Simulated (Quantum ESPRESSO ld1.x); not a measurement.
The numbers below are computed, except where a source is named.
These are the eigenvalues of the occupied orbitals of an atom or ion with whole-number occupations (Ry). Code: ld1.x of Quantum ESPRESSO 7.5. Model: scalar-relativistic Kohn-Sham, LDA (Slater exchange, Perdew-Zunger correlation), spin-polarised, spherical densities, point nucleus.

orbital  eigenvalue
1s       -2076.8439
2s        -343.7096
2p        -312.7668
3s         -94.5154
3p         -84.3507
3d         -68.7018
4s         -40.5059

Which element is it, and in what charge state? The configuration may be excited. Open shells, if any, are filled with parallel spins first.

Answer. Z = 49, indium, charge +19: In19+ in [Ar] 3d10 4s2. The list shows which subshells hold electrons but not how many an open one holds; the 1s level, -1038.4 hartree, gives Z - s = 45.6 by -(Z - s)^2/2, which with screening and relativity narrows Z to a few neighbours, and the depths of the outer levels then fix element, charge and occupations together.
